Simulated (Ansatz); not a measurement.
Calculated with Ansatz (gas phase, PBE0-D4/def2-TZVP geometries, no zero-point term in ΔE). CBS: MP2 limit from def2 TZ/QZ plus the TZ coupled-cluster correction, frozen cores. This one scheme is used for every species. Functionals use def2-TZVPP. B3LYP here is the variant with VWN-RPA as its local correlation; programs differ in this. HSE06 is defined as in plane-wave codes. One conformer a species, not always the lowest.

Consider the formal hydrolysis of the Si–F bond: `F[Si](F)(F)O[SiH3]` + H₂O → `O[Si](F)(F)O[SiH3]` + H–F.

| level | ΔE (kJ/mol) | difference from CCSD(T)/CBS |
| --- | --- | --- |
| LDA (SPW92) | 30.9 | -5.9 |
| PBE-D4 | 33.8 | -3.0 |
| revPBE-D4 | 31.9 | -4.9 |
| BLYP-D4 | 35.7 | -1.1 |
| r2SCAN-D4 | 37.4 | 0.6 |
| B97M-V | 40.0 | 3.2 |
| PBE0-D4 | 33.4 | -3.4 |
| B3LYP-D4 | 35.7 | -1.1 |
| r2SCANh-D4 | 36.8 | 0.0 |
| r2SCAN0-D4 | 36.0 | -0.8 |
| HSE06-D4 | 33.4 | -3.4 |
| BHLYP-D4 | 36.4 | -0.4 |
| CAM-B3LYP-D4 | 36.3 | -0.5 |
| ωB97X-V | 36.0 | -0.8 |
| ωB97M-V | 35.8 | -1.0 |
| PBE-QIDH | 34.7 | -2.1 |
| PBE | 35.9 | -0.9 |
| revPBE | 37.4 | 0.6 |
| r2SCAN | 37.9 | 1.1 |
| PBE0 | 35.2 | -1.6 |
| r2SCANh | 37.4 | 0.6 |
| r2SCAN0 | 36.6 | -0.2 |
| HSE06 | 35.0 | -1.8 |
| BHLYP | 38.9 | 2.1 |
| CAM-B3LYP | 38.1 | 1.3 |
| LC-ωPBE | 35.1 | -1.7 |
| RPA@PBE/def2-TZVPP | 37.3 | 0.5 |
| HF/def2-SVP | 33.9 | -2.9 |
| CCSD/def2-SVP | 34.2 | -2.6 |
| HF/def2-TZVPP | 41.5 | 4.7 |
| MP2/def2-TZVPP | 34.8 | -2.0 |
| SCS-MP2/def2-TZVPP | 37.0 | 0.2 |
| CCSD/def2-TZVPP | 37.0 | 0.2 |
| CCSD(T)/def2-TZVPP | 36.1 | -0.7 |
| HF/def2-QZVPP | 43.5 | 6.7 |
| MP2/def2-QZVPP | 35.9 | -0.9 |
| SCS-MP2/def2-QZVPP | 38.1 | 1.3 |
| HF/CBS(def2) | 43.8 | 7.0 |
| MP2/CBS(def2) | 35.5 | -1.3 |
| CCSD/CBS(def2) | 37.8 | 1.0 |
| CCSD(T)/CBS | 36.8 | 0 |

Largest T1 diagnostic among the species: 0.011.

The D4 term adds −3.3 kJ/mol with B3LYP and −1.8 kJ/mol with PBE0; it sums over pairs of atoms, weighted by their polarisabilities, and B3LYP, whose exchange is more repulsive, gets the larger term. Leaving LDA and LC-ωPBE aside and taking each functional with its dispersion term where it has one, the values spread over 8.0 kJ/mol, from revPBE-D4 to B97M-V. LDA lies −5.0 kJ/mol from PBE without D4. In def2-TZVPP, CCSD(T) changes the Hartree–Fock value by −5.5 kJ/mol (the triples alone add −0.9 kJ/mol) and MP2 by −6.8 kJ/mol.

CCSD(T)/CBS has its own doubt, a few kJ/mol and more with outer-core shells, so smaller differences from it don't rank the levels.
